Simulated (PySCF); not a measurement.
# Reading the logs of faulty runs: BCH4N2

These are calculations, not measurements. The program is PySCF 2.14.0, an open-source quantum chemistry code, run on an isolated molecule that a program drew, which may never have been made. The molecule is BCH4N2 (charge 0, doublet), drawn as the SMILES string `B=N[CH]N`.

Each row is a Hartree-Fock (HF) and frozen-core CCSD(T) single point in the cc-pVDZ basis, meant for a local HF minimum. Run 1 is clean. Each other run has one planted mistake out of seven kinds, and not every kind appears here: one electron removed, one electron added, multiplicity raised by two, geometry at a saddle point, minimal basis STO-3G, one bond length entered in bohr, all coordinates scaled. The reference is restricted for singlets and unrestricted otherwise, and also for a bond in bohr. Adding or removing an electron swaps singlet and doublet. Electrons count all cores. HOMO and LUMO are orbital energies over both spins, the gradient is its largest component, and the lowest frequency (negative if imaginary) is given only where the gradient is small. Bond lengths are over the 7 bonds as drawn. T1 is the CCSD diagnostic: over 0.02 (restricted) or 0.045 (unrestricted) a single reference is doubtful.

Geometry of the clean run:
```xyz
8
BCH4N2, angstrom
B    -0.2315   -2.8631   -0.7068
N     0.1350   -1.7945   -0.1858
C     0.4831   -0.6256    0.3639
N     1.3660    0.2204   -0.3265
H    -0.5862   -3.8655   -1.1979
H     0.4477   -0.5188    1.4401
H     1.3061    1.1667    0.0036
H     1.1951    0.2065   -1.3164
```

| run | electrons | basis functions | <S^2> | HOMO (eV) | LUMO (eV) | gradient (hartree/bohr) | lowest frequency (cm^-1) | mean bond (Å) | longest bond (Å) | T1 | HF (hartree) | CCSD(T) (hartree) | mistake |
|---|---|---|---|---|---|---|---|---|---|---|---|---|---|
| 1 | 29 | 76 | 0.829 | -6.90 | 3.74 | 1.5e-05 | 183 | 1.1783 | 1.404 | 0.0226 | -173.75595 | -174.33547 | no fault |
| 2 | 29 | 76 | 3.785 | -4.98 | 0.34 | 1.9e-01 | - | 1.1783 | 1.404 | 0.0236 | -173.56085 | -174.10211 | multiplicity raised by two |
| 3 | 29 | 24 | 0.853 | -5.43 | 7.87 | 8.6e-02 | - | 1.1783 | 1.404 | 0.0259 | -171.53079 | -171.77446 | minimal basis STO-3G |
| 4 | 29 | 76 | 0.803 | -6.30 | 4.06 | 1.2e-01 | - | 1.0970 | 1.307 | 0.0181 | -173.70174 | -174.26434 | ? |

**Which mistake was planted in run 4, and what did it cost?**

The mean and the longest bond both change by the same factor, 0.931, and the gradient is no longer small. So the mistake is: all coordinates scaled. Subtracting run 1 and multiplying by 627.51 kcal/mol a hartree, the energy moved by 34.0 kcal/mol in HF and 44.6 kcal/mol in CCSD(T).

